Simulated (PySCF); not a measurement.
Job file and geometry (Å, from GFN2-xTB) of an NMR shielding run on SMILES C=CC1=CBBCC1, C₆H₁₀B₂, PySCF 2.14.0, density-fitted response routines, GIAO PBE0/pcSseg-1 NMR shielding, non-relativistic, gas phase; density fitting, a coarse starting grid and PySCF grid level 2 are the driver's defaults:

```
$ OMP_NUM_THREADS=1 python probes_run.py task.json out

{"job": {"kind": "nmr", "xc": "PBE0", "basis": "pcSseg-1"}, "charge": 0, "multiplicity": 1}
C      2.868191    -0.375807    -0.148252
C      1.930672     0.567641    -0.196629
C      0.490720     0.375756    -0.211496
C     -0.318119     1.406462    -0.557034
B     -1.822621     1.171584    -0.764059
B     -2.384391     0.227849     0.450248
C     -1.402120    -0.951829     0.835249
C     -0.077426    -0.993268     0.056708
H      3.914522    -0.121175    -0.150493
H      2.642064    -1.428030    -0.116015
H      2.246038     1.603516    -0.258276
H      0.160907     2.356400    -0.772331
H     -2.329497     1.598712    -1.733454
H     -3.293974     0.401715     1.174269
H     -1.163636    -0.819116     1.895953
H     -1.882581    -1.931580     0.773478
H      0.647002    -1.589414     0.614692
H     -0.234510    -1.493100    -0.904213
```

**Question.** Write the output of this run.

**Answer.** 
```
coarse grid: 14888 points
cycle   1  E = -283.7807651032  dE =  9.678e-01  |g| = 4.243e-01  |ddm| = 3.876e+00
cycle   2  E = -283.7738058553  dE =  6.959e-03  |g| = 4.711e-01  |ddm| = 9.259e-01
cycle   3  E = -283.8330416831  dE = -5.924e-02  |g| = 9.792e-02  |ddm| = 5.587e-01
cycle   4  E = -283.8352475442  dE = -2.206e-03  |g| = 3.930e-02  |ddm| = 1.272e-01
cycle   5  E = -283.8356601460  dE = -4.126e-04  |g| = 9.842e-03  |ddm| = 5.031e-02
cycle   6  E = -283.8356871133  dE = -2.697e-05  |g| = 2.821e-03  |ddm| = 1.286e-02
cycle   7  E = -283.8356891219  dE = -2.009e-06  |g| = 4.213e-04  |ddm| = 2.801e-03
final grid: 143384 points
cycle   8  E = -283.8808441449  dE = -4.410e-05  |g| = 8.334e-03  |ddm| = 3.811e-02
cycle   9  E = -283.8808378956  dE =  6.249e-06  |g| = 9.683e-03  |ddm| = 1.898e-02
cycle  10  E = -283.8808631843  dE = -2.529e-05  |g| = 1.415e-03  |ddm| = 1.103e-02
cycle  11  E = -283.8808637026  dE = -5.183e-07  |g| = 3.548e-04  |ddm| = 1.647e-03
cycle  12  E = -283.8808637315  dE = -2.881e-08  |g| = 1.033e-04  |ddm| = 3.549e-04
cycle  13  E = -283.8808637341  dE = -2.633e-09  |g| = 2.488e-05  |ddm| = 1.112e-04
cycle  14  E = -283.8808637342  dE = -1.405e-10  |g| = 8.961e-06  |ddm| = 3.504e-05
converged SCF energy = -283.8808637342

GIAO shielding tensors (ppm)
atom      isotropic    diamagn.    paramagn.     s11        s22        s33       span
  0 C       61.185     255.638    -194.453    -46.898     59.928    170.523    217.421
  1 C       37.213     252.083    -214.870    -71.066     44.542    138.164    209.230
  2 C       19.697     261.292    -241.595    -73.212    -18.513    150.815    224.028
  3 C       35.544     254.370    -218.826    -63.953     25.049    145.536    209.489
  4 B       17.899     193.536    -175.637    -66.836     -9.067    129.599    196.435
  5 B        0.275     192.996    -192.720   -104.227    -23.025    128.078    232.305
  6 C      162.046     250.000     -87.954    123.916    156.362    205.859     81.944
  7 C      157.398     248.393     -90.995    146.142    160.587    165.463     19.321
  8 H       25.952      27.941      -1.989     24.118     25.170     28.568      4.450
  9 H       25.806      32.946      -7.140     22.894     24.579     29.944      7.050
 10 H       24.845      31.831      -6.986     22.652     23.667     28.215      5.563
 11 H       24.423      32.572      -8.149     21.030     24.670     27.568      6.538
 12 H       23.013      29.367      -6.354     14.830     25.537     28.673     13.842
 13 H       22.056      29.293      -7.237     12.072     25.757     28.340     16.269
 14 H       30.128      30.525      -0.397     23.886     29.443     37.053     13.167
 15 H       29.984      29.098       0.886     24.412     29.065     36.475     12.063
 16 H       28.762      33.609      -4.846     22.700     29.485     34.102     11.402
 17 H       29.525      31.757      -2.233     25.610     27.206     35.757     10.147
```

Size and cost of the density-fitted run: 186 basis functions, 60 s wall time on 1 thread of an Arm Neoverse N1, shared host; peak memory 0.84 GiB.
